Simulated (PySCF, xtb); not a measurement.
CH3FO2Si, SMILES F[SiH2]C(O)=O.

GFN2-xTB (xtb) at its own geometry gives an orbital gap of 3.66 eV and a dipole moment of 1.75 D.

Coordinates come from a PBE0-D3(BJ)/def2-SVP optimisation. The structure was generated by enumeration, and PubChem lists no compound with its InChIKey, so it may never have been made. The values are those of a single conformer.

**Question.** What does PBE/def2-TZVP in PySCF give? (An estimate is asked for; the answer gives what the named calculation found.)

**Answer.** gap 4.65 eV (levels -6.71 and -2.06 eV), dipole 0.58 D.
